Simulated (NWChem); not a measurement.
System: C3H3Cl; SMILES C(=CCl)=C

```xyz
7

C      0.3673     2.3110     0.0000
C     -0.1628     1.1163     0.0000
C     -0.7113    -0.0708     0.0000
Cl     0.2053    -1.5444     0.0000
H      0.5983     2.8311    -0.9366
H      0.5983     2.8311     0.9366
H     -1.7946    -0.2203     0.0000
```
Atoms are numbered in this order, from 1.

Level: PBE0/def2-SVP (NWChem), optimised geometry, unscaled harmonic frequencies. 

```csv
frequency (cm⁻¹),IR intensity (km/mol)
185,0.8
317,8.9
519,6.3
572,2.0
794,62.8
854,26.3
900,47.8
992,0.0
1130,3.2
1278,30.8
1446,19.4
2094,5.1
3144,0.7
3219,5.4
3237,0.2
```

- zero-point energy: 29.6 kcal/mol
- thermal correction to the enthalpy at 298.15 K (with zero-point energy): 33.0 kcal/mol
- heat capacity Cv: 14.4 cal/(mol K)
- entropy at 298.15 K and 1 atm (symmetry number 1): 68.9 cal/(mol K)
- dipole moment: 1.60 D

Rigid rotor and harmonic oscillator.
